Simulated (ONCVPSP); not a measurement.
**Pseudopotential generation for Te: ONCV, PBE, fully relativistic.**

- Element: tellurium (Te)
- Generator: ONCVPSP 4.0.1
- Type: optimised norm-conserving Vanderbilt (ONCV)
- Functional: PBE
- Relativity: fully relativistic
- Frozen core: [Kr] 4d10
- Valence charge: 6
- Reference configuration: 5s2 5p4
- Partial waves: 5s: rc 1.85 bohr, ncon 4, nbas 9, qcut 3.7 1/bohr, 3 projectors, debl 1.6 Ha; 5p: rc 2.30 bohr, ncon 4, nbas 7, qcut 3 1/bohr, 2 projectors, debl 3.9 Ha
- Local potential: polynomial inside 1.70 bohr (lpopt 5, dvloc0 2 Ha)
- Core correction: none

Open shells are filled in proportion to 2j + 1.

All-electron outer shells of the reference configuration (PBE, scalar-relativistic, ld1.x):

```
shell  level (eV)  outermost node (bohr)  outermost maximum (bohr)
   4p     -114.41                   0.38                      0.74
   4d      -41.65                   0.36                      0.81
   5s      -15.11                   0.91                      1.80
   5p       -5.95                   1.00                      2.17
```

Task: Does the generator finish with these settings?

Result: Yes, a potential is produced and its reference levels are reproduced.

Task: Estimate the cutoffs (Ha) at which the residual kinetic energy of the hardest occupied pseudo-wave falls to 1 and 0.1 mHa per electron.

Result: 11 Ha and 54 Ha. The cutoffs count occupied waves only; projector 2 of the p channel, the hardest unoccupied one, needs 30 Ha at the loose tolerance.

Task: Does the potential have ghost states?

Result: No bound ghost flagged; GHOST(+) flagged for s at 116.5 eV.

Task: Tests: 5s2 5p3; 5s2 5p2; 5s2 5p1; 5s2 5p0. Which has the largest error in its energy relative to the reference configuration, and how large is it?

Result: 5s2 5p0, with -100 meV (all-electron minus pseudo) on +91.15 eV.
